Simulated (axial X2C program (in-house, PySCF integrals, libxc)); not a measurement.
TiC: the levels of the configuration d2 s0 p(π)0

Calculated with an axial X2C code built on PySCF integrals: two-component X2C with atomic mean-field Coulomb terms (Gaunt term off), basis Ti dyall-v3z, C dyall-v3z (cores contracted in-house). Orbitals come from Hartree–Fock averaged over the configuration Ti d2 s0 p(π)0; CI then distributes these electrons over the d, s, p(π) shells of Ti.

R = 2.309 Å (near the minimum of the configuration average).

Active spinors (ω > 0):

| shell | ω | ε (eV) | character |
| --- | --- | --- | --- |
| d | 1/2 | 1.56 | 90% Ti d, 7% Ti s |
| d | 3/2 | 1.92 | 98% Ti d |
| d | 3/2 | 2.01 | 100% Ti d |
| d | 5/2 | 2.06 | 100% Ti d |
| d | 1/2 | 2.23 | 94% Ti d |
| s | 1/2 | 2.06 | 68% Ti s, 24% Ti p, 4% Ti d |
| p(π) | 3/2 | 0.40 | 89% Ti p, 11% C p |
| p(π) | 1/2 | 0.87 | 91% Ti p, 5% C p |

Lowest levels of this model:

| Ω | energy (cm⁻¹) | g∥ | μ (D) | configuration |
| --- | --- | --- | --- | --- |
| 4 | 0 | 10.00 | -3.82 | 100% d2 |
| 1 | 40 | 0.18 | -4.09 | 100% d2 |
| 2 | 96 | 3.87 | -4.04 | 100% d2 |
| 3 | 143 | 7.16 | -3.94 | 100% d2 |
| 0 | 793 | 0.00 | -3.88 | 100% d2 |
| 0 | 850 | 0.00 | -3.88 | 100% d2 |
| 3 | 1273 | 6.82 | -3.90 | 100% d2 |
| 1 | 1362 | 2.30 | -3.86 | 100% d2 |
| 0 | 1610 | 0.00 | -3.74 | 100% d2 |
| 2 | 1699 | 5.13 | -3.82 | 100% d2 |
| 1 | 1818 | 3.52 | -3.74 | 100% d2 |
| 2 | 2058 | 3.01 | -3.74 | 100% d2 |
| 0 | 9093 | 0.00 | -4.01 | 100% d2 |
| 1 | 10230 | 2.02 | -3.87 | 100% d2 |
| 2 | 11424 | 4.26 | -3.97 | 100% d2 |
| 0 | 12062 | 0.00 | -3.79 | 100% d2 |
| 1 | 12253 | 3.80 | -3.72 | 100% d2 |
| 2 | 13249 | 5.70 | -3.93 | 100% d2 |
| 0 | 13337 | 0.00 | -3.94 | 100% d2 |
| 1 | 13385 | 2.16 | -3.87 | 100% d2 |
| 0 | 13968 | 0.00 | -3.94 | 100% d2 |
| 4 | 15270 | 8.00 | -3.73 | 100% d2 |
| 3 | 16586 | 6.02 | -3.69 | 100% d2 |
| 2 | 16867 | 4.05 | -3.81 | 100% d2 |
| 0 | 16991 | 0.00 | -3.98 | 100% d2 |

g∥ is the magnitude of 2⟨Lz + ge Sz⟩ for the +Ω component. μ is positive if the C end is positive.

(1) From Ω and g∥ of the lowest level, whose 2⟨Lz + ge Sz⟩ is positive, find ⟨Sz⟩ and ⟨Lz⟩ (ge = 2.0023).

Occupations of the active spinors in the lowest level by ω, shell by shell in order of energy: -5/2: 0.00; -3/2: 0.00 0.00 0.00; -1/2: 0.00 0.00 0.00 0.00; 1/2: 0.00 0.00 0.00 0.00; 3/2: 0.95 0.05 0.00; 5/2: 1.00. The leading determinant has weight 0.95 among 3.

This point took 0.51 s on 1 thread of Arm Neoverse V2 (shared host).

Dynamic correlation is missing, so gaps between terms are too wide and other configurations may lie lower; the lowest level listed is that of this model, not necessarily the ground state. For d shells the ligand-field splittings (σ, π, δ) and their order can be off by a thousand cm⁻¹ or more. At most 6 roots were kept for each Ω > 0 (twice that for Ω = 0) within 3.2 eV of the lowest, so higher up levels can be missing between those listed; levels with Ω > 0 are doubly degenerate and listed once, Ω = 0 levels singly. States that fill the shells left empty in the average are placed too high.

Results:

(1) Ω = ⟨Lz⟩ + ⟨Sz⟩ = 4 and ⟨Lz⟩ + ge⟨Sz⟩ = 5.000, so ⟨Sz⟩ = 1.00 and ⟨Lz⟩ = 3.00.
